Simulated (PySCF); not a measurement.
## Working out the electron affinity of Rh

Rh⁻ [Kr] 4d8 5s2 (3F) → Rh [Kr] 4d8 5s1 (4F). Computed with PySCF 2.14 in aug-cc-pwCVDZ-PP with ECP28MDF (6s6p5d3f, 70 functions), with scalar relativity through the core potential. Frozen: nothing. Energies in hartree (1 hartree = 27.21139 eV):

| part | Rh⁻ (lower) | Rh (upper) |
| --- | --- | --- |
| UHF | -109.385740 | -109.388550 |
| MP2 opposite-spin | -0.375279 | -0.348448 |
| MP2 same-spin | -0.176673 | -0.171405 |

Question: What does Hartree-Fock give?

Answer: (-109.388550) − (-109.385740) = -0.002810 hartree = -0.076 eV.

Question: What do MP2 and SCS-MP2 (6/5 opposite-spin, 1/3 same-spin) give?

Answer: The opposite-spin parts differ by 0.730 eV and the same-spin parts by 0.143 eV. MP2: -0.076 + (0.730) + (0.143) = 0.797 eV. SCS-MP2: -0.076 + 1.2 × (0.730) + (0.143)/3 = 0.848 eV.

Reference: 1.143 eV (measured; photodetachment measurements, as compiled on the Wikipedia data page of electron affinities), between the lowest levels; spin-orbit coupling is absent from the calculation.

A double-zeta basis recovers only part of the correlation energy.

What remains against the reference includes basis incompleteness and correlation beyond second order.
